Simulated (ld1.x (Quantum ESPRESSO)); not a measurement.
# Se (Z = 34), ultrasoft: configuration errors across variants

| Property | Result |
| --- | --- |
| Element | selenium |
| Generator | ld1.x (Quantum ESPRESSO) 7.5 |
| Type | ultrasoft |
| Functional | PBE |
| Relativity | scalar-relativistic |
| Frozen core | [Ar] 3d10 |
| Valence charge | 6 |
| Reference configuration | 4s1.5 4p4.5 |
| Partial waves | 4s (bound): rcut 1.30, rcutus 1.70 bohr; 4s channel at -0.65 Ry: rcut 1.30, rcutus 1.70 bohr; 4p (bound): rcut 1.35, rcutus 1.80 bohr; 4p channel at 1.85 Ry: rcut 1.35, rcutus 1.80 bohr; 4d channel at 0.4 Ry: rcut 1.50, rcutus 1.75 bohr |
| Local potential | all-electron potential smoothed inside 1.65 bohr (lloc = -1) |
| Core correction | none |
| Augmentation charge | PSQ, inside the norm-conserving radii |

All-electron excitation energies from the reference (eV): (1) 4s2 4p4 -5.414; (2) 4s2 4p3 5.430; (3) 4s2 4p2 25.779; (4) 4s1 4p5 5.467; (5) 4s1 4p4 16.968; (6) 4s0 4p6 16.550; (7) 4s2 4p3.5 -1.105.

Errors AE − PS in meV (a dash: test not solved or not reliable):

| change | (1) | (2) | (3) | (4) | (5) | (6) | (7) | bound ghosts |
| --- | --- | --- | --- | --- | --- | --- | --- | --- |
| base | +2.4 | -0.7 | -21 | +1.8 | -4.7 | +21 | +2.1 | none |
| core correction a·sin(br)/r model core inside 0.80 bohr | -1.0 | -1.9 | -16 | -1.8 | -9.5 | -14 | -0.9 | none |
| core correction a·sin(br)/r model core inside 0.96 bohr | -1.0 | -1.8 | -15 | -1.8 | -9.3 | -14 | -0.8 | none |
| core correction a·sin(br)/r model core inside 1.50 bohr | -0.3 | -1.7 | -21 | -1.1 | -9.9 | -6.9 | -0.1 | none |
| core correction a·sin(br)/r model core inside 1.72 bohr | +0.8 | -2.5 | -29 | 0.0 | -8.4 | +3.9 | +0.5 | none |
| core correction a·sin(br)/r model core inside 1.96 bohr | +1.6 | -2.6 | -31 | +1.0 | -7.3 | +13 | +1.1 | none |

(1) Give the same row for: core correction a·sin(br)/r model core inside 1.22 bohr.

Answers

(1) -0.9, -1.6, -14, -1.7, -9.0, -13, -0.7; bound ghosts: none.
